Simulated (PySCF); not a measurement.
Electron correlation in Hf (hafnium, neutral)

Starting occupation: [Xe] 4f14 5d2 6s1 6p1, 5d5/2 with m_j = +3/2, +5/2, 6s1/2 with m_j = +1/2, 6p3/2 with m_j = +3/2. Computed with PySCF 2.14 in x2c-TZVPall-2c (11s11p10d2f, 108 functions), with X2C-1e with screened-nucleus spin-orbit coupling, Gaussian nucleus. Frozen: [Kr] 4d10 4f14; 12 electrons correlated; the 34 highest virtual spinors left out.

MP2 pair energies summed by pair of shells (mhartree):

```csv
pair,energy,share (%)
5p-5p,-88.88,50.1
5d-5p,-31.25,17.6
5p-5s,-16.54,9.3
5p-6s,-13.05,7.3
5d-6s,-6.00,3.4
5s-5s,-4.74,2.7
5p-6p,-4.70,2.6
5d-6p,-3.62,2.0
5d-5s,-2.97,1.7
5d-5d,-2.94,1.7
6p-6s,-1.82,1.0
5s-6s,-0.74,0.4
5s-6p,-0.31,0.2
```

Total MP2 correlation energy: -177.57 mhartree.

The GHF reference relaxed away from the jj start to a determinant that is no pure jj level (⟨S²⟩ = 6.10, ⟨J²⟩ = 42.02); the energies belong to that determinant.

This basis was not built for core-valence correlation, so the inner-shell part is incomplete.
